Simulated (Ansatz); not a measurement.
`C[SiH](C)[SiH2]F` + GeH₄ → `C[SiH](C)[GeH3]` + `F[SiH3]`  (formal exchange of groups at the Si–Si bond)

Computed with Ansatz on PBE0-D4/def2-TZVP structures; ΔE is electronic, products minus reactants. CCSD(T)/CBS adds triple-zeta CCSD(T) − MP2 to the extrapolated MP2 energy (def2 sets, frozen cores). This one scheme is used for every species. Functionals use def2-TZVPP. B3LYP here is the variant with VWN-RPA as its local correlation; programs differ in this. For Ge outer-core shells are correlated without core-valence functions, which leaves a few kJ/mol of doubt a bond. Scalar relativity is left out up to krypton. One conformer a species, not always the lowest.

```tsv
level	ΔE (kJ/mol)	difference from CCSD(T)/CBS
PBE-D4	-16.7	9.6
r2SCAN-D4	-20.8	5.5
B3LYP-D4	-21.2	5.1
ωB97M-V	-24.1	2.2
B2PLYP	-24.5	1.8
PBE	-17.0	9.3
MP2/def2-TZVPP	-30.5	-4.2
CCSD/def2-TZVPP	-26.0	0.3
HF/def2-QZVPP	-23.6	2.7
MP2/def2-QZVPP	-30.5	-4.2
CCSD(T)/CBS	-26.3	0
```

Largest T1 diagnostic among the species: 0.012.
